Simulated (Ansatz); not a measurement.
C6H20O4Te3, SMILES C[Te](C)(O)O[Te](C)(C)O[Te](C)(C)O.

Coordinates come from a B3LYP-D3(BJ)/def2-SVP optimisation. The def2 effective core potentials stand for the cores of Te; spin–orbit coupling is left out. The values are those of a single conformer.

All values below come from B3LYP-D3(BJ)/def2-SVP (Ansatz, a program for electronic structure).

Each state was relaxed at this level (stationary points, no frequency check), unrestricted for open shells, gas phase, no zero-point terms. λ is the four-point inner reorganisation energy.

cation: E(neutral) = -1345.39928, E(cation at the neutral's geometry) = -1345.13575, E(relaxed cation) = -1345.16014, E(neutral at the cation's geometry) = -1345.36932 hartree.

### Question
Work out the vertical and adiabatic energies and the reorganisation energies.

### Answer

```tsv
quantity	at the neutral's geometry (eV)	adiabatic (eV)	at the other state's geometry (eV)	relaxation of that state (meV)	relaxation of the neutral (meV)	λ (meV)
ionisation energy	7.17	6.51	5.69	664	815	1479
```
